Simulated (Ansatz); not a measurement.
Computed with Ansatz on PBE0-D4/def2-TZVP structures; ΔE is electronic, products minus reactants. CCSD(T)/CBS adds triple-zeta CCSD(T) − MP2 to the extrapolated MP2 energy (def2 sets, frozen cores). This one scheme is used for every species. Functionals use def2-TZVPP. HSE06 is defined as in plane-wave codes. For Br outer-core shells are correlated without core-valence functions, which leaves a few kJ/mol of doubt a bond. Scalar relativity is left out up to krypton. One conformer a species, not always the lowest.

`C=C[SiH3]` + `OB(O)Br` → `OB(Br)O[SiH3]` + ethylene  (ligand exchange at the Si–C bond)

Problem. Is it downhill or uphill in electronic energy at CCSD(T)/CBS, and by how much? (An estimate is asked.)

Solution. Ansatz gave: Downhill: ΔE = -92.3 kJ/mol.

Problem. What do these levels give: PBE-D4, revPBE-D4, r2SCAN-D4, HSE06-D4, BHLYP-D4, ωB97X-V, ωB97M-V, PBE0, r2SCAN0, BHLYP, LC-ωPBE, HF/def2-TZVPP? (An estimate is asked.)

Solution. The calculation gave: PBE-D4 -77.2, revPBE-D4 -75.7, r2SCAN-D4 -88.5, HSE06-D4 -81.4, BHLYP-D4 -99.6, ωB97X-V -89.6, ωB97M-V -89.8, PBE0 -80.3, r2SCAN0 -89.5, BHLYP -96.8, LC-ωPBE -83.9, HF/def2-TZVPP -104.8 kJ/mol.

Problem. What do rigid-rotor, harmonic-oscillator terms from PBE0-D4/def2-TZVP frequencies (298.15 K, 1 bar) make of the CCSD(T)/CBS value? (Estimate.)

Solution. Ansatz gave: ΔZPE = -0.7 kJ/mol, ΔH = -91.4 kJ/mol, ΔS = -7 J/(mol·K), ΔG = -89.4 kJ/mol.

Largest T1 diagnostic among the species: 0.011.

From PBE to PBE0 (25 % exact exchange), in def2-TZVPP and without D4, ΔE moves by −4.4 kJ/mol. In def2-TZVPP, CCSD(T) changes the Hartree–Fock value by +14.2 kJ/mol (the triples alone add +1.9 kJ/mol) and MP2 by +12.8 kJ/mol. Leaving LDA and LC-ωPBE aside and taking each functional with its dispersion term where it has one, the values spread over 23.9 kJ/mol, from BHLYP-D4 to revPBE-D4.
